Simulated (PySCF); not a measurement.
GaH4O2P, SMILES [OH][Ga]([OH])[PH2]. Atoms are numbered in the order given.

```xyz
8

Ga    -0.3155     0.0022     0.0000
O     -1.2140    -0.0062    -1.5437
H     -2.1753    -0.0039    -1.4913
O     -1.2140    -0.0062     1.5437
H     -2.1753    -0.0039     1.4913
P      1.9601     0.1151     0.0000
H      2.0769    -0.8429     1.0473
H      2.0769    -0.8429    -1.0473
```

Coordinates come from a ωB97X-D3(BJ)/def2-SVP optimisation. The structure was generated by enumeration; whether it is a known compound was not checked. Other conformers were not sampled.

Two levels are set side by side: PBE/pcSseg-1 (PySCF) and PBE0/pcSseg-1 (PySCF). GIAO shifts against H2O (¹⁷O), PH3 (³¹P), TMS (¹H) at the same level; non-relativistic, no solvent, atoms listed together averaged. Differences are taken from unrounded values.

| quantity | PBE0 |
|---|---|
| δ(¹⁷O) of O2, O4 (ppm) | 75.1 |
| δ(¹H) of H3, H5 (ppm) | 2.13 |
| δ(³¹P) of P6 (ppm) | -57.9 |
| δ(¹H) of H7, H8 (ppm) | 1.57 |

**Question.** What does PBE give, and how far is it from PBE0? (Estimate from the structure and the level; the computed values follow.)

**Answer.** 
| quantity | PBE | PBE minus PBE0 |
|---|---|---|
| δ(¹⁷O) of O2, O4 (ppm) | 98.1 | 22.9 |
| δ(¹H) of H3, H5 (ppm) | 2.43 | 0.30 |
| δ(³¹P) of P6 (ppm) | -47.8 | 10.1 |
| δ(¹H) of H7, H8 (ppm) | 1.61 | 0.03 |

Rough cost on one machine, each run with all the roots and properties that it gave: PBE0 against PBE within a factor of 2.
